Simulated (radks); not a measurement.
Task: These are the eigenvalues of the occupied orbitals of an atom or ion with whole-number occupations (eV). All-electron calculation, Dirac Kohn-Sham, PBE, spin-unpolarised, spherical densities, point nucleus. Program: a radial shooting solver on a logarithmic mesh with Libxc functionals.

orbital  eigenvalue
1s1/2     -9523.173
2s1/2     -1157.909
2p1/2     -1019.674
2p3/2     -995.8019
3s1/2     -129.1947
3p1/2      -85.4424
3p3/2      -82.3779
3d3/2      -10.3543
3d5/2       -9.9978
4s1/2       -5.9785

Which element is it, and in what charge state? The configuration may be excited. Open shells, if any, are shared by 2j + 1.

Result: Z = 30, zinc, charge 0: Zn in [Ar] 3d10 4s2. The list shows which subshells hold electrons but not how many an open one holds; the 1s level, -349.97 hartree, gives Z - s = 26.5 by -(Z - s)^2/2, which with screening and relativity narrows Z to a few neighbours, and the depths of the outer levels then fix element, charge and occupations together.
